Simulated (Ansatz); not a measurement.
Q: Name a neutral molecule of C, F, Ge, O, Si and H with LUMO energy (PBE0/def2-TZVPP) between -0.60 and -0.30 eV and size of the dipole moment (B3LYP/def2-TZVPP) between 2.10 and 2.40 D (Ansatz, PBE0-D4/def2-TZVP geometry).

A: `F[CH]1O[SiH2][GeH2]1` (-0.52 eV, 2.19 D); `F[Si]1([GeH3])CO1` (-0.59 eV, 2.12 D). Other molecules can fit too; these were computed, each in one conformer that needn't be the lowest.

B3LYP here is the variant with VWN-RPA as its local correlation; programs differ in this.
